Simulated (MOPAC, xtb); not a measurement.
Dimer: H2S (SMILES S) (first 3 atoms) with H4OSi (SMILES O[SiH3]); geometry from B3LYP-D3(BJ)/def2-TZVP, rigid monomers moved along the line of their centres of mass till H2···O4 is 3.11 Å.
(charge 0, multiplicity 1):
```xyz
9

S      0.459    -0.128    -0.029
H      0.271     0.595     1.090
H     -0.858    -0.216    -0.270
O     -0.229     1.018     4.132
Si    -0.511    -0.464     4.826
H      0.329     1.642     4.602
H      0.725    -1.279     4.887
H     -1.515    -1.120     3.968
H     -1.037    -0.304     6.203
```

Counterpoise-corrected where a basis set is named; no monomer relaxation.

The state that PM3 reach isn't checked.

Codes used: MOPAC for PM3 (differences of heats of formation); xtb for the GFN methods. 

**Question.** One of these levels gives -3.5 kJ/mol for the interaction energy. Which one is it?
(A) GFN1-xTB
(B) PM3
(C) GFN2-xTB

**Answer.** B, PM3. The others give -4.8 (GFN1-xTB), -6.5 (GFN2-xTB)
